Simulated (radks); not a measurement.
Q: All-electron atom: Os3+ in [Xe] 4f13 5d6 (not the ground configuration). Calculated with a radial shooting solver on a logarithmic mesh with Libxc functionals: Dirac Kohn-Sham, LDA (Slater exchange, Perdew-Wang correlation), spin-unpolarised, spherical densities, point nucleus; open shells are shared between the two j in proportion to 2j + 1. Some entries of the table are withheld. Estimate them.

| orbital | occ. | eigenvalue (eV) | <r^2> (bohr^2) |
|---|---|---|---|
| 1s1/2 | 2 | -73751.66 | 0.0004338 |
| 2s1/2 | 2 | -12872.46 | 0.006590 |
| 2p1/2 | 2 | -12328.46 | 0.004688 |
| 2p3/2 | 4 | -10798.85 | 0.005883 |
| 3s1/2 | 2 | -3029.825 | 0.04296 |
| 3p1/2 | 2 | -2786.259 | 0.03931 |
| 3p3/2 | 4 | -2452.816 | 0.04583 |
| 3d3/2 | 4 | -2043.866 | (1) |
| 3d5/2 | 6 | -1971.612 | (2) |
| 4s1/2 | 2 | -672.5403 | 0.2100 |
| 4p1/2 | 2 | -570.3531 | (3) |
| 4p3/2 | 4 | -491.2810 | (4) |
| 4d3/2 | 4 | -323.3279 | (5) |
| 4d5/2 | 6 | -308.6082 | (6) |
| 5s1/2 | 2 | -127.0012 | 1.100 |
| 4f5/2 | 5.57143 | -95.4513 | 0.3554 |
| 5p1/2 | 2 | -94.6157 | 1.302 |
| 4f7/2 | 7.42857 | -92.5352 | 0.3654 |
| 5p3/2 | 4 | -81.4352 | 1.539 |
| 5d3/2 | 2.4 | -37.9295 | (7) |
| 5d5/2 | 3.6 | -36.5205 | (8) |

A: 
(1) 3d3/2 <r^2> (bohr^2): 0.03536
(2) 3d5/2 <r^2> (bohr^2): 0.03714
(3) 4p1/2 <r^2> (bohr^2): 0.2154
(4) 4p3/2 <r^2> (bohr^2): 0.2494
(5) 4d3/2 <r^2> (bohr^2): 0.2670
(6) 4d5/2 <r^2> (bohr^2): 0.2793
(7) 5d3/2 <r^2> (bohr^2): 2.714
(8) 5d5/2 <r^2> (bohr^2): 2.870
